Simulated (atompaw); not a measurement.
## chromium (Cr): PAW (atompaw) pseudisation with LDA (PW92), scalar-relativistic reference atom.

atompaw 4.2.0.5 input, output lines left out:

```
Cr 24
LDA-PW scalarrelativistic loggrid 1500 logderivrange -2 5 176
4 4 3 0 0 0
4 0 1
4 1 0
3 2 5
0 0 0
c
c
c
v
c
c
v
v
2
3.00 2.75 2.25 1.55
y
4.9
n
y
2.3
n
y
0.15
n
custom rrkj gramschmidtortho besselshape
3 0.5 ultrasoft
3.00
3.00
3.00
3.00
2.10
2.10
```

All-electron outer shells of the reference configuration (LDA (PW92), scalar-relativistic, ld1.x):

```csv
shell,level (eV),outermost node (bohr),outermost maximum (bohr)
3s,-73.56,0.36,0.78
3p,-45.35,0.33,0.80
4s,-4.19,1.12,2.74
3d,-3.13,–,0.84
4p,-1.08,1.25,3.85
```

Calculated quality:

```
Cutoffs needed                                           : 21 Ry and 35 Ry (the cutoffs (Ry, on a coarse ladder) from which the occupation-weighted sum of valence levels, in a spherical-Bessel basis at the reference potential, stays within 10 and 1 mRy of its value at 400 Ry)
Ghost test                                               : no extra level below or beside the all-electron valence levels (s, p, d, f tested) (spherical-Bessel basis up to 400 Ry, 20 bohr box)
Lowest eigenvalue of the overlap operator                : 0.02 (s channel)
Overlap eigenvalues printed by atompaw (projector basis) : 0.002, 0.0391, 0.422, 1.59, 10.5, 20.7
Share of each valence orbital outside the PAW sphere     : 4s 56 %, 4p 84 %, 3d 8 %
```

Generation and tests took about 4.8 s on one core of a shared server CPU.
